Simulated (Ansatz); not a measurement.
Reaction (atomization): `[Cl][Sn]([Cl])([I])[I]` → 2 Cl• + 2 I• + Sn•

Calculated with Ansatz (gas phase, PBE0-D4/def2-TZVP geometries, no zero-point term in ΔE). CCSD(T)/CBS is the MP2 limit (def2-TZVPP, def2-QZVPP) plus CCSD(T) − MP2 in def2-TZVPP, frozen cores. This one scheme is used for every species, atoms too. Functionals use def2-TZVPP. Open shells (•) are unrestricted, without spin–orbit coupling. Spin–orbit coupling would lower the free atoms: a little for Cl; strongly for I, Sn. def2 core potentials past Kr. Bonds to I, Sn are less sure, by a few kJ/mol each and by 10 to 20 or more in all where they break to atoms, as the def2 sets lack core-valence functions.

**Question.** What is ΔE at CCSD(T)/CBS? (Best estimate.)

**Answer.** Ansatz gave: +283.8 kcal/mol.

**Question.** What do these levels give: LDA (SPW92), BHLYP-D4, ωB97X-V, PBE0, HF/CBS(def2), MP2/CBS(def2)? (An estimate is asked.)

**Answer.** The calculation gave: LDA (SPW92) 325.4, BHLYP-D4 258.9, ωB97X-V 275.1, PBE0 269.8, HF/CBS(def2) 182.0, MP2/CBS(def2) 300.9 kcal/mol.

Largest T1 diagnostic among the species: 0.011.

From PBE to PBE0 (25 % exact exchange), in def2-TZVPP and without D4, ΔE moves by −5.1 kcal/mol: exact exchange takes away binding that semilocal exchange gives to molecules. In def2-TZVPP, CCSD(T) changes the Hartree–Fock value by +81.0 kcal/mol (the triples alone add +11.0 kcal/mol) and MP2 by +98.1 kcal/mol; breaking electron pairs costs correlation energy, which Hartree–Fock lacks.

For atomizations the MP2-based limit and the directly extrapolated one differ by several kJ/mol either way, and by 10 to 25 for some Ge, Se and Sn compounds, so smaller differences from it don't rank the levels.
